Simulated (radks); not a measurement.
Results of a calculation; reference values are marked as such.
Isoelectronic series with 38 electrons, all held in the configuration [Kr] 5s2, which need not be the ground one along the series. Code: a radial shooting solver on a logarithmic mesh with Libxc functionals. Model: scalar-relativistic Kohn-Sham, PBE, spin-unpolarised, spherical densities, finite nucleus; Fermi nuclear charge, rms radius of each element as measured or else 0.836 A^(1/3) + 0.57 fm. Total energies (hartree) and orbital eigenvalues (hartree):

ion    E (hartree)         5s         4p         4s
Sr     -3179.46127   -0.12959   -0.83871   -1.50304
Tc5+   -4278.74967   -1.96830   -4.28860   -5.37879
Cd10+  -5559.57853   -5.05637   -9.58436  -11.15633
Ce20+   -8683.3073  -14.62937  -25.26766  -28.05930
Eu25+  -10537.9059  -21.10971  -35.63251  -39.22335
Er30+  -12597.4748  -28.74692  -47.69572  -52.26573
Ta35+  -14871.0848  -37.57552  -61.48051  -67.26239
Pt40+  -17369.5084  -47.64004  -77.01611  -84.30853
Bi45+  -20105.5406  -58.99590  -94.33691  -103.5213

Estimate the row of I15+.

Answer. E (hartree) -7025.99737; 5s -9.28175; 4p -16.58583; 4s -18.71583.
